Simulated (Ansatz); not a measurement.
C₃H₆BF (`B/C(C)=C/F`). The species carries charge 0 and has multiplicity 1.

Z-matrix (Å, degrees):
```
C
C 1 1.500
H 1 1.090 2 112.6
H 1 1.093 2 110.4 3 121.2
H 1 1.093 2 110.3 3 -121.2
C 2 1.338 1 122.1 3 0.8
B 2 1.526 1 124.1 3 -179.2
F 6 1.329 2 123.4 1 -0.0
H 6 1.084 2 124.7 1 180.0
H 7 1.198 2 119.6 1 -180.0
H 7 1.197 2 121.1 1 0.1
```

Problem. List the harmonic frequencies (cm⁻¹, unscaled) at PBE0-D4/def2-TZVP in Ansatz. (An estimate is asked.)

Solution. Ansatz gave: 75, 171, 257, 315, 403, 471, 595, 839, 858, 914, 995, 1032, 1057, 1173, 1199, 1316, 1378, 1411, 1481, 1482, 1679, 2576, 2654, 3055, 3115, 3146, 3218.

Problem. Is this a minimum?

Solution. Yes, all 27 modes are real.

Problem. Give the ideal-gas thermochemistry at 298.15 K and 1 bar (rigid rotor, harmonic oscillator; point group Cs, symmetry number 1).

Solution. Zero-point energy 220.5 kJ/mol; H(298) − E = 239.2 kJ/mol; entropy 321.8 J/(mol·K), of which translation 162.2, rotation 107.3, vibration 52.3; G(298) − E = 143.2 kJ/mol. Modes under 100 cm⁻¹ are hindered rotations or soft bends, so the harmonic entropy is rough.

Problem. And at 400, 500, 600, 800 and 1000 K?

Solution. 
| T (K) | H − E (kJ/mol) | S (J/mol/K) | G − E (kJ/mol) |
| --- | --- | --- | --- |
| 400 | 250.0 | 352.8 | 108.8 |
| 500 | 262.6 | 381.0 | 72.1 |
| 600 | 277.0 | 407.2 | 32.7 |
| 800 | 310.0 | 454.4 | -53.6 |
| 1000 | 347.2 | 495.8 | -148.7 |
